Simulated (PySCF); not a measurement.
# How methods differ on the ionisation energy of Xe⁺

Xe⁺ [Kr] 4d10 5s2 5p5 (2P) → Xe²⁺ [Kr] 4d10 5s2 5p4 (3P), as a difference of total energies. Computed with PySCF 2.14 in aug-cc-pwCVDZ-PP with ECP28MDF (6s5p4d1f, 48 functions), with a scalar-relativistic core potential. Correlated levels: valence: 4s2 4p6 4d10 frozen. The calculations carry no spin-orbit coupling.

| method | ionisation energy (eV) |
| --- | --- |
| UHF | 20.102 |
| MP2 (valence) | 20.639 |
| SCS-MP2 (valence) | 20.620 |
| CCSD (valence) | 20.615 |
| CCSD(T) (valence) | 20.628 |

Task: How much does correlation contribute at CCSD(T) (valence)?

Result: 20.628 − (20.102) = 0.526 eV, measured against UHF.

The reference lies between the lowest fine-structure levels, while these numbers refer to the centres of the terms.

Errors of the correlated levels include the incompleteness of this basis and the frozen core.

For comparison: 20.975 eV (semi-empirical (NIST evaluation); NIST Atomic Spectra Database, ionization energies).
